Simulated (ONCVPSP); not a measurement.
# What the settings do to the ONCV potential of germanium

Base potential:

ONCVPSP 4.0.1 input, shortened (lines: element, Z, core and valence counts, functional; n l f; lmax; l rc ep ncon nbas qcut; lloc lpopt rc5 dvloc0; l nproj debl; icmod fcfact rcfact), Wu-Cohen, scalar-relativistic:

```
  Ge 32.00    6    1  -118130      upf
    1    0    2.00
    2    0    2.00
    2    1    6.00
    3    0    2.00
    3    1    6.00
    3    2   10.00
    4    0    2.00
    1
    0    1.75    0.00    3    6    4.10
    1    1.35    0.04    4    9    5.10
    4    2    0.90    6.00
    0    1    0.80
    1    2    1.70
    3    5.00    1.50
```

In the p channel the program set the typed energies aside and used 0.050, 1.750 Ha.

Cutoffs, loose and tight: the cutoffs (Ha) at which the residual kinetic energy of the hardest occupied pseudo-wave falls to 1 and 0.1 mHa per electron. They do not see the model core or the augmentation charge, which bear on the density cutoff. Test errors are all-electron minus pseudo excitation energies from the reference, over the configurations 4s2 4p2; 4s2 4p1; 4s1; 4s1 4p3. A dash means not determined; rows that change the core or the reference have their own tests.

A true bound ghost makes a file unfit for plane-wave use even where its test errors are small: the radial tests pick states by their node count and pass the ghost by.

| change | outcome | cutoff, loose | cutoff, tight | bound ghosts | GHOST(+) flags above zero | largest test error (meV) |
| --- | --- | --- | --- | --- | --- | --- |
| base | generated, projector energies reset by the program | 8.3 Ha | 26 Ha | p | none | -310 |

(1) What comes out with this change to the base: core correction polynomial model core, fcfact 0.7?

(2) What comes out with this change to the base: s: qcut 4; p: qcut 5?

(3) What comes out with this change to the base: reference 4s2 4p1; wave p scattering state at 0.04 Ha: rc 1.35 bohr, ncon 4, nbas 9, qcut 5.1 1/bohr, 2 projectors, debl 1.7 Ha becomes 4p: rc 1.35 bohr, ncon 4, nbas 9, qcut 5.1 1/bohr, 2 projectors, debl 1.7 Ha?

Results:

(1) outcome: generated, projector energies reset by the program; cutoff, loose: 8.3 Ha; cutoff, tight: 26 Ha; bound ghosts: p; GHOST(+) flags above zero: none; largest test error (meV): -104.

(2) outcome: generated, projector energies reset by the program; cutoff, loose: 8.3 Ha; cutoff, tight: 27 Ha; bound ghosts: p; GHOST(+) flags above zero: none; largest test error (meV): -307.

(3) outcome: generated; cutoff, loose: 116 Ha; cutoff, tight: 150 Ha; bound ghosts: p; GHOST(+) flags above zero: none; largest test error (meV): -509.
